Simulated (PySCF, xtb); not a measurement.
C₂H₆N₂OSi, SMILES N[Si@@H]1COC=N1.

xtb with GFN2-xTB at its own geometry gives an orbital gap of 3.88 eV and a dipole moment of 1.56 D.

The structure is a stationary point at B3LYP-D3(BJ)/def2-SVP. The structure was generated by enumeration; whether it is a known compound was not checked. The values are those of a single conformer.

Problem. What does PBE/def2-TZVP in PySCF give? (The exact figures need the calculation; the answer reports its results.)

Solution. gap 4.92 eV (levels -5.95 and -1.04 eV), dipole 1.74 D.
